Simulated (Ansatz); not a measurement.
Abridged output of a molecular run in Ansatz:

```
Functional definition: HF
975 factors; integrals over basis functions are off by at most 1.3e-3 eV
mean field evaluation 1: about -14064.9320 eV, gradient 3.2e1 eV
mean field evaluation 2: about -14064.9372 eV, gradient 3.2e1 eV
mean field evaluation 4: about -14069.4896 eV, gradient 3.2e0 eV
mean field evaluation 8: about -14069.6760 eV, gradient 5.7e-1 eV
mean field evaluation 16: about -14069.7322 eV, gradient 2.1e-6 eV
mean field -14069.73215237 eV, -517.0531197927 hartree, gradient 2.2e-6 eV, S^2 0.929758; 0 other end points of the search recorded, 0 dependent functions left out
9 core orbitals not correlated: weight in the atoms' cores, before any rotation towards them, 1.000 or more for the frozen orbitals, at most 0.000 for the correlated occupied ones
reference -14069.73215237 eV, -517.0531197927 hartree; 15, 14 occupied and 75, 76 virtual orbitals, 975 factors
second order -18.75327140 eV of doubles, -0.00000000 eV of singles
cycle   1  -19.34659953 eV  change   -5.9e-1 eV  update   1.1e-1
cycle   2  -19.88643734 eV  change   -5.4e-1 eV  update   4.4e-2
cycle   3  -20.08775356 eV  change   -2.0e-1 eV  update   3.1e-2
cycle   4  -20.11390317 eV  change   -2.6e-2 eV  update   1.7e-2
cycle   5  -20.11758936 eV  change   -3.7e-3 eV  update   7.6e-3
cycle   6  -20.12122635 eV  change   -3.6e-3 eV  update   2.9e-3
cycle   7  -20.12254246 eV  change   -1.3e-3 eV  update   1.2e-3
cycle   8  -20.12285744 eV  change   -3.1e-4 eV  update   5.9e-4
cycle   9  -20.12303653 eV  change   -1.8e-4 eV  update   3.0e-4
cycle  10  -20.12302831 eV  change    8.2e-6 eV  update   1.4e-4
cycle  11  -20.12311374 eV  change   -8.5e-5 eV  update   5.9e-5
cycle  12  -20.12315635 eV  change   -4.3e-5 eV  update   2.0e-5
cycle  13  -20.12316898 eV  change   -1.3e-5 eV  update   8.4e-6
perturbative correction -0.54667267 eV, -0.0200898502 hartree
Total energy: -14090.40199403 eV, -517.8127224632 hartree
Checks for a lower state left out: cluster_reference
```

Its atoms:

Z-matrix (Å, degrees):
```
Si
C 1 1.873
O 1 1.637 2 111.2
O 1 1.639 2 108.0 3 122.6
H 1 1.477 2 111.1 3 -115.2
C 2 1.301 1 121.7 3 -126.1
H 2 1.098 1 118.3 3 54.0
H 3 0.959 1 117.6 2 66.5
H 4 0.960 1 115.4 2 3.5
H 6 1.082 2 140.7 1 -179.8
```

Problem. Which basis set was used?
A. cc-pV(Q+d)Z
B. def2-SVP
C. def2-TZVPP
D. def2-SVPD

Solution. B. It gives 99 functions.

Problem. Write the keys of the input that set method, charge and spin (a neutral closed shell needs none for the last two).

Solution. 
```yaml
magnetization: {spin_polarized: true, initial_magnetization: 1}
correlation: {method: ccsd_t}
scf: {omitted_lower_state_checks: [cluster_reference]}
```
